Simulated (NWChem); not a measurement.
[SeH][MgH] (MgH2Se), optimised at PBE-D3(BJ)/def2-SVP with NWChem:

```
Item                               Value
---------------------------------  -----
highest occupied level (eV)        -5.54
orbital gap (eV)                    4.03
dipole (D)                          0.88
highest harmonic frequency (cm⁻¹)   2342
zero-point energy (kcal/mol)         7.8
```

This build's default masses of Se (78.918 u) and Br (79.917 u) are each other's, which moves their modes by up to 0.6 %.

### Question
One Mg atom is replaced by Zn, giving [ZnH][SeH] (ZnH2Se), optimised at the same level. How do these values move?

### Answer
| quantity | new value | change |
|---|---|---|
| highest occupied level (eV) | -5.54 | 0.00 |
| orbital gap (eV) | 4.70 | +0.67 |
| dipole (D) | 1.13 | +0.25 |
| highest harmonic frequency (cm⁻¹) | 2342 | 0 |
| zero-point energy (kcal/mol) | 8.3 | +0.5 |
